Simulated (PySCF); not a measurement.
## How exact exchange moves a shielding

Molecule: SMILES C=N[Si@H](F)CC, C₃H₈FNSi.

Cartesian coordinates in Å; atom numbers follow the order of the lines, from 1:
```xyz
14

C     2.370   -0.555   -0.384
N     1.560   -0.690    0.573
Si    0.527    0.579    1.187
F     0.917    0.780    2.752
C    -1.246    0.033    1.055
C    -1.713   -0.187   -0.383
H     2.538    0.395   -0.940
H     2.980   -1.410   -0.732
H     0.788    1.885    0.502
H    -1.346   -0.894    1.645
H    -1.872    0.788    1.563
H    -1.116   -0.965   -0.883
H    -1.627    0.732   -0.985
H    -2.766   -0.504   -0.423
```

GIAO shieldings (ppm, equivalent atoms averaged) in PySCF 2.14 on the PBE0-D3(BJ)/def2-SVP geometry, basis pcSseg-1, gas phase, non-relativistic:

```tsv
functional	exact exchange (%)	σ(C1)	σ(Si3)	σ(F4)
BLYP	0	1.2	314.7	338.1
BP86	0	3.8	320.2	339.8
PBE	0	3.8	319.9	338.1
B3LYP	20	2.9	329.5	349.6
PBE0	25	6.4	338.9	352.7
mPW1PW91	25	5.8	338.7	353.7
HF	100	16.7	392.0	381.5
```

Task: Fit each shielding as a line in the percentage of exact exchange.

Result: σ(C1) = 2.4 + 0.14 x (rms 1.3 ppm); σ(Si3) = 318.3 + 0.74 x (rms 2.4 ppm); σ(F4) = 340.1 + 0.43 x (rms 1.8 ppm). The functionals also differ in their semilocal parts, which the line can't hold; Hartree–Fock has no correlation at all.

Task: What does the line predict for BHandHLYP (50 %), and what does the run give?

Result: σ(C1): 9.4 predicted, 6.8 computed; σ(Si3): 355.3 predicted, 352.0 computed; σ(F4): 361.6 predicted, 363.2 computed ppm.
